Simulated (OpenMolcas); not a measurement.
**neutral titanium: the spin-orbit constant, worked from levels**

| Item | Value |
| --- | --- |
| Program | OpenMolcas 26.06 |
| Basis | ANO-R2 [6s5p4d2f1g] |
| Scalar Hamiltonian | X2C, finite nucleus |
| Active space | 4 electrons in 6 orbitals (3d 4s) |
| State averaging | 2S+1 = 5 even, 15 roots (10 in the spin-orbit step); 2S+1 = 3 even, 60 roots (26 in the spin-orbit step); 2S+1 = 1 even, 50 roots (14 in the spin-orbit step) |
| Spin-orbit coupling | state interaction with AMFI integrals over the reference wave functions, term energies averaged over their components |

Methods: CASSCF; MS-CASPT2, IPEA 0.25 Eh, imaginary shift 0.1 Eh (closed shells correlated: 3s 3p). Measured levels: NIST Handbook of Basic Atomic Spectroscopic Data.

**The spin-orbit constant.** For the Hund term ³F of d2, E(J) = (A/2) J(J+1) + constant and ζ = 2S·A = 2A. From J = 2 to J = 4 the energy changes by 7 A.

```csv
Source,E(4) - E(2),A,ζ
CASSCF,323.0,46.1,92
MS-CASPT2,323.1,46.2,92
measured,386.9,55.3,111
```

All in cm-1. MS-CASPT2 is off by -16.5 % and CASSCF by -16.5 %. Both methods take the spin-orbit matrix elements from the reference wave functions, so the second can move ζ only through the term energies and any multistate remixing. Second-order mixing with other terms is absorbed into this ζ.

CASPT2 does not keep the components of a term degenerate, so their means are used; among the terms shown or strongly mixed into the levels shown the widest spread is 2900 cm-1 (3d² 4s² ³F, MS-CASPT2). Over all roots computed the reference weight is 0.82 to 0.89 in MS-CASPT2; the roots of lowest weight are the least certain, and an intruder state may touch them. Some high roots are left out of the spin-orbit mixing, which shifts the levels that they would mix with. Configurations are named by rounded mean occupations; where the s occupation lies near a half they are strongly mixed, a name can repeat and a true partner stay unpaired. Without dynamic correlation excited terms often stand tens of per cent too high (terms of higher spin than the ground term too low), and those without a measured partner can miss by more than the paired ones (holds for CASSCF). The lowest computed level is not the ground level that NIST lists (3F2) (holds for CASSCF). Measured partners are found by configuration, term and J. A level has none where our copy of the source lacks it or the pairing is in doubt (some pairs that miss far off the trend of their configuration count as doubtful), and it then counts in no deviation. Levels of configurations outside the active space are missing.
